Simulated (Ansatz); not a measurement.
Cost and result for the atomization energy of C3H6Si (`CC1=C[SiH2]1`) (10 atoms, 10 bonds).

Cartesian coordinates in Å:
```
C 0.060 1.417 -0.698
C -0.055 0.116 -0.006
C -0.835 -0.450 0.913
Si 0.442 -1.593 0.353
H -0.708 2.123 -0.370
H 1.043 1.859 -0.515
H -0.025 1.282 -1.779
H -1.693 -0.137 1.498
H 1.632 -1.906 1.183
H 0.140 -2.709 -0.578
```

The species carries charge 0 and has multiplicity 1. Geometry: relaxed with PBE0-D4/def2-TZVP. Program: Ansatz. All runs use 2 threads of an Arm Neoverse V2 on a shared host. Times are those of one run each, without the atoms' runs, and a repeat can differ threefold. Electronic energies, without spin–orbit coupling; frozen cores. CCSD(T)/CBS adds CCSD(T) − MP2 in def2-TZVPP to the MP2 limit, and its time is that of the two runs behind it. T1 = 0.012.

CCSD(T)/CBS is a level of theory with its own doubt, some kJ/mol a heavy atom from the limit and from the frozen cores, so smaller differences don't rank the functionals.

```
                             level  functions  wall time  atomization (kJ/mol)  difference from CCSD(T)/CBS  per bond
              revPBE-D4/def2-TZVPP        219      2.3 s                3820.6                         -0.3       0.0
   PBE-D4/def2-TZVPP (with forces)        219      2.9 s                3903.9                         83.0       8.3
                PBE0-D4/def2-TZVPP        219      2.9 s                3853.0                         32.1       3.2
                  CCSD(T)/def2-SVP         90      2.9 s                3644.5                       -176.4     -17.6
               BHLYP-D4/def2-TZVPP        219      3.1 s                3735.3                        -85.6      -8.6
r2SCAN-D4/def2-TZVPP (with forces)        219      5.5 s                3843.4                         22.5       2.3
                 B2PLYP/def2-TZVPP        219      5.5 s                3789.6                        -31.3      -3.1
               PBE-QIDH/def2-TZVPP        219        6 s                3822.9                          2.0       0.2
                ωB97X-V/def2-TZVPP        219        9 s                3837.1                         16.2       1.6
                 B97M-V/def2-TZVPP        219       11 s                3852.2                         31.3       3.1
                    MP2/def2-QZVPP        421       26 s                3834.3                         13.4       1.3
                CCSD(T)/def2-TZVPP        219       73 s                3729.1                        -91.8      -9.2
                 CCSD(T)/CBS(def2)          –       99 s                3820.9                          0.0       0.0
```

From PBE to PBE0 (25 % exact exchange), in def2-TZVPP and without D4, the atomization energy moves by −48.0 kJ/mol: exact exchange takes away binding that semilocal exchange gives to molecules. At CCSD(T), def2-SVP lies −176.5 kJ/mol from the extrapolated value and def2-TZVPP −91.8 kJ/mol: correlation converges slowly with the basis, and small sets miss more of it in the bonded molecule than in its fragments. In def2-TZVPP, CCSD(T) changes the Hartree–Fock value by +880.7 kJ/mol (the triples alone add +55.9 kJ/mol) and MP2 by +931.4 kJ/mol; breaking electron pairs costs correlation energy, which Hartree–Fock lacks.
